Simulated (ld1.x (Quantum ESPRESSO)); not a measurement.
**Before and after: TM potential for Nb**

Nb (Z = 41), norm-conserving Troullier–Martins (Kleinman–Bylander form), made with ld1.x (Quantum ESPRESSO) 7.5 (PBE, scalar-relativistic). Core [Kr], reference 4d4 5s1 5p0. Waves: 5s (bound): rc 2.95 bohr; 5p (bound, empty): rc 3.75 bohr; 4d (bound): rc 1.95 bohr. Local part: the d channel. Core correction: a·sin(br)/r model core, default radius (core density twice the valence density).

All-electron outer shells of the reference configuration (PBE, scalar-relativistic, ld1.x):

```json
{"shell": "4s", "level (eV)": "-58.39", "outermost node (bohr)": "0.53", "outermost maximum (bohr)": "1.04"}
{"shell": "4p", "level (eV)": "-34.52", "outermost node (bohr)": "0.54", "outermost maximum (bohr)": "1.12"}
{"shell": "5s", "level (eV)": "-3.98", "outermost node (bohr)": "1.41", "outermost maximum (bohr)": "3.08"}
{"shell": "4d", "level (eV)": "-3.04", "outermost node (bohr)": "0.55", "outermost maximum (bohr)": "1.49"}
{"shell": "5p", "level (eV)": "-1.11", "outermost node (bohr)": "1.63", "outermost maximum (bohr)": "4.26"}
```

Change: local potential all-electron potential smoothed inside 2.80 bohr (lloc = -1).

Cutoffs: the cutoffs (Ry, on a coarse ladder) from which the occupation-weighted sum of valence levels, in a spherical-Bessel basis at the reference potential, stays within 10 and 1 mRy of its value at 400 Ry; they do not see the model core or the augmentation charge, which bear on the density cutoff. Errors are all-electron minus pseudo energies relative to the spin-unpolarised reference configuration.

Task: How do hardness, ghosts and transferability respond?

Result: The potential gets neither clearly harder nor softer (35 Ry and 40 Ry → 35 Ry and 40 Ry); the bound ghost in p, s disappears; the number of tests that count goes from 6 to 7; of the 6 tests that both files solve, the error grows in 1 and shrinks in 1 by more than 15 % and 0.3 meV (median size 42.7 → 34.7 meV); the range in which the d phases agree narrows (upper end 3.7 → 0.7). In the separable form a ghost depends on how the local part lies against the semilocal potential of the channel, so the choice of the local part can create or remove one.

```tsv
quantity	base	changed
cutoff, loose	35 Ry	35 Ry
cutoff, tight	40 Ry	40 Ry
bound ghosts	s, p	none
tests counted (converged, no solver errors)	6 of 7	7 of 7
error for 4d4 5s0 5p0, meV [ΔE 6.64 eV]	-16	-16
error for 4d3 5s0 5p0, meV [ΔE 20.68 eV]	-60	-75
error for 4d2 5s0 5p0, meV [ΔE 45.40 eV]	-442	-498
error for 4d4.5 5s0.5 5p0, meV [ΔE 0.56 eV]	-13	-13
error for 4d3 5s1 5p0, meV [ΔE 7.02 eV]	-44	-23
error for 4d5 5s0 5p0, meV [ΔE 1.27 eV]	-42	-47
s: phases at 4.03 bohr within 0.05 rad from the reference energy up to (Ry; the scan ends near 5)	1.0	0.3
p: phases at 4.03 bohr within 0.05 rad from the reference energy up to (Ry; the scan ends near 5)	n/a	0.9
d: phases at 4.03 bohr within 0.05 rad from the reference energy up to (Ry; the scan ends near 5)	3.7	0.7
```

Base: Tests not counted: 4d3 5s1 5p1 (solver errors, printed error -2.2 eV). A true bound ghost makes a file unfit for plane-wave use even where its test errors are small: the radial tests pick states by their node count and pass the ghost by. Where a test does run into it, the solver fails or the error is huge.
